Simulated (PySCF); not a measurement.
C3HBr2Cl, SMILES ClC=C=C(Br)Br. Geometry: PBE-D3(BJ)/def2-SVP. This is a generated structure with no PubChem entry under its InChIKey; it may be hypothetical.

Problem. Give the equilibrium geometry at PBE-D3(BJ)/def2-SVP (PySCF confirms it by a frequency run) as bond lengths and angles, and its point group. (An estimate is asked for; the answer gives what the named calculation found.)

Solution. point group Cs.
Atoms: Cl1 C2 C3 C4 Br5 Br6 H7. Bonded distances (Å): Cl1–C2 1.745, C2–C3 1.318, C2–H7 1.103, C3–C4 1.313, C4–Br5 1.903, C4–Br6 1.903. Bond angles (°): Cl1–C2–C3 123.6, Cl1–C2–H7 113.2, C3–C2–H7 123.1, C2–C3–C4 179.6, C3–C4–Br5 122.2, C3–C4–Br6 122.2, Br5–C4–Br6 115.6.
Charge 0, spin multiplicity 1.
